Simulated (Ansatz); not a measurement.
CH6AlGe (`[CH3][Al][GeH3]`) radical, relaxed with UKS PBE-D4/def2-SVP in Ansatz 0.2.0 from a rough embedded geometry. The force threshold is 0.03 eV/Å; the program also tests the step.

The species carries charge 0 and has multiplicity 2.

Start:

```xyz
9

C     0.451   -1.826   -0.178
Al   -0.712   -0.564    0.692
Ge   -0.485    1.793    0.161
H     0.312   -1.810   -1.229
H     0.235   -2.907    0.154
H     1.554   -1.649    0.074
H    -1.558    2.621    1.025
H    -0.756    2.031   -1.290
H     0.960    2.311    0.590
```

(1) How much energy does the relaxation release, and in how many steps? (An estimate is asked.)

(2) Which bonds change most? (Best estimate.)

(3) Give the relaxed structure. (Estimate.)

## Answers

(1) Computed: 24.07 kJ/mol, in 4 steps.

(2) Computed: Al2–Ge3 from 2.426 to 2.524 Å; Ge3–H8 from 1.495 to 1.562 Å; C1–Al2 from 1.924 to 1.985 Å; C1–H4 from 1.060 to 1.113 Å.

(3) The calculation gave: 
```xyz
9

C     0.461   -1.918   -0.158
Al   -0.741   -0.634    0.761
Ge   -0.513    1.819    0.212
H     0.343   -1.825   -1.261
H     0.288   -2.976    0.122
H     1.520   -1.666    0.075
H    -1.520    2.708    0.998
H    -0.747    2.126   -1.302
H     0.909    2.365    0.554
```
